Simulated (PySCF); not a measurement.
Species: sum formula BN$_{3}$H$_{5}$ (charge -1, singlet). It need not be the lowest isomer of its formula. Whether it binds its extra electron was not tested at this geometry. 
Coordinates optimised at B3LYP-D3(BJ)/def2-TZVP (Ansatz):
```xyz
9

B      0.1458     0.0187    -0.0010
N      1.5094     0.2058     0.0107
N     -0.6300    -1.2278     0.3476
N     -0.7915     1.1333    -0.3760
H      2.0265    -0.6583     0.1756
H     -0.0611    -2.0636     0.3578
H     -1.4322    -1.3914    -0.2506
H     -0.2924     2.0134    -0.4000
H     -1.5860     1.2278     0.2459
```
Charge -1, spin multiplicity 1.

Dispersion corrections to the total energy (kcal/mol) from the dftd3 and dftd4 libraries through PySCF: D3(BJ) without and D4 with the three-body term, each with the damping fitted for the functional named.

```tsv
functional	D3(BJ)	D4
BLYP	-6.82	-8.15
TPSS	-4.05	-4.85
TPSSh	___	-4.39
B2GP-PLYP	___	-1.46
LC-wPBE	-2.90	-3.93
revPBE	-8.63	___
B2PLYP	-2.46	-2.48
```

Question: Fill in the missing entries.

Answer: 
- TPSSh, D3(BJ): -3.67
- B2GP-PLYP, D3(BJ): -1.75
- revPBE, D4: -12.82
